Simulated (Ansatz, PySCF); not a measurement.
Species: CHS2, charge 1, multiplicity 1. It need not be the lowest isomer of its formula. 
Geometry from a B3LYP-D3(BJ)/def2-TZVP (Ansatz, a quantum-chemistry and plane-wave program) optimisation:
SMILES: S=C=[SH+]
```xyz
4

S      1.5692    -0.3050     0.1177
C      0.0958    -0.0321     0.0255
S     -1.4865     0.3413    -0.1827
H     -1.8991    -0.3890     0.8868
```
Charge +1, spin multiplicity 1.

Total electronic energies in hartree. Cores are frozen in the correlated levels unless marked. No spin-orbit coupling. No relativistic terms. CBS(X,Y): correlation extrapolated as X^-3; Hartree-Fock from the larger set.

The Hartree-Fock reference is unstable (checked in the largest basis), which strains HF and MP2. 

| level | program | energy (Eh) |
|---|---|---|
| HF/aug-cc-pV(D+d)Z | Ansatz | -833.20767 |
| PBE/def2-TZVPD | Ansatz | -834.41672 |
| M06-L-D4/def2-TZVPD | PySCF + dftd4 | -834.79194 |
| PBE0-D3(BJ)/def2-TZVP | Ansatz + dftd3 | -834.47212 |
| TPSSh-D3(BJ)/def2-TZVPD | PySCF + dftd3 | -834.83942 |
| HSE06-D4/def2-TZVPD | Ansatz + dftd4 | -834.45595 |
| CCSD(T)/6-31G* | Ansatz | -833.56330 |
| CCSD(T)/aug-cc-pV(T+d)Z | Ansatz | -833.79043 |
| CCSD(T)/CBS(cc-pV(T+d)Z,cc-pV(Q+d)Z) | Ansatz | -833.8481 |

Totals of different functionals don't rank their quality; only differences between species are comparable.
